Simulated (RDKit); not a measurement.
Input for RDKit: UFF on SiH4 (SMILES [SiH4]).

```python
from rdkit import Chem
from rdkit.Chem import AllChem, rdDetermineBonds

blocks = [
'''5

Si    0.00000000   -0.00000000   -0.00000000
H     0.85467615    0.85467615    0.85467615
H    -0.85467615   -0.85467615    0.85467615
H    -0.85467615    0.85467615   -0.85467615
H     0.85467615   -0.85467615   -0.85467615
''',
]
mol = None
for b in blocks:
    f = Chem.MolFromXYZBlock(b)
    rdDetermineBonds.DetermineBonds(f, charge=0)
    mol = f if mol is None else Chem.CombineMols(mol, f)
Chem.SanitizeMol(mol)
print(Chem.MolToSmiles(Chem.RemoveHs(mol)))
ff = AllChem.UFFGetMoleculeForceField(mol, vdwThresh=100.0, ignoreInterfragInteractions=False)
e = ff.CalcEnergy()
print(f'UFF energy {e:.6f} kcal/mol')
```

Output:

```
[SiH4]
UFF energy 0.066533 kcal/mol
```

The run finished.

Cost: very roughly 0.020 core-seconds.
